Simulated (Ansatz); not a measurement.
Input file for Ansatz (an electronic-structure program): U-PBE/def2-TZVPP on Hf2, 2S+1 = 3, a spin state set in the input, which need not be the lowest, a point of a bond scan (R = 2.629 Å). Elements past Kr take the def2 small-core potentials; no spin–orbit coupling.

Ansatz 0.2 input:
```yaml
crystal:
  periodic: [false, false, false]
  atoms:
    - {symbol: Hf, position_ang: [0.00000000, 0.00000000, 0.00000000]}
    - {symbol: Hf, position_ang: [0.00000000, 0.00000000, 2.62924500]}
basis:
  gaussian:
    orbitals: def2-TZVPP
    pivot_positions_ang: [[0.00000000, 0.00000000, 0.00000000], [0.00000000, 0.00000000, 2.62924500]]
hamiltonian:
  xc: {name: PBE}
magnetization: {spin_polarized: true, initial_magnetization: 2}
output: {forces: true, orbitals: {seedname: ./end}}
```

It printed:

```
WARN ansatz: RAYON_NUM_THREADS=1 ignored (pool sized by the plan → 1); use --threads N
Functional definition: PBE
integrals: 0.03 GiB planned
716 factors; their error is unknown
mean field: 0.39 GiB planned
mean field evaluation 1: about -2598.5419 eV, gradient 3.6e1 eV
mean field evaluation 2: about -2549.9206 eV, gradient 7.7e1 eV
mean field evaluation 4: about -2606.2597 eV, gradient 1.3e1 eV
mean field evaluation 8: about -2607.8256 eV, gradient 2.5e0 eV
mean field evaluation 16: about -2607.8864 eV, gradient 1.6e-3 eV
mean field evaluation 32: about -2607.9004 eV, gradient 5.7e-5 eV
mean field evaluation 64: about -2606.7188 eV, gradient 2.4e-6 eV
mean field evaluation 96: about -2607.7190 eV, gradient 6.2e-2 eV
mean field evaluation 128: about -2607.8864 eV, gradient 1.9e-6 eV
mean field evaluation 160: about -2607.7416 eV, gradient 6.4e-1 eV
mean field evaluation 192: about -2607.6406 eV, gradient 5.8e-2 eV
mean field evaluation 224: about -2607.3670 eV, gradient 2.5e-1 eV
mean field -2607.90043782 eV, -95.8385733915 hartree, gradient 4.1e-6 eV, S^2 2.450791; 16 other end points of the search recorded, 0 dependent functions left out
the calculation of the forces begins
reference -2607.90046654 eV, -95.8385744468 hartree; 13, 11 occupied and 99, 101 virtual orbitals, 716 factors
Total energy: -2607.90046654 eV, -95.8385744468 hartree
Atom 0 at     0.000000     0.000000     0.000000 Å, force     0.000000     0.000000    -0.052430 eV/Å
Atom 1 at     0.000000     0.000000     2.629245 Å, force    -0.000000    -0.000000     0.052430 eV/Å
Dipole moment:    -0.000000     0.000000     0.000000 e Å
```

Self-consistency was reached. Its determinant has ⟨S²⟩ = 2.45, a mixture of spin states.

Cost: roughly 50 core-seconds.
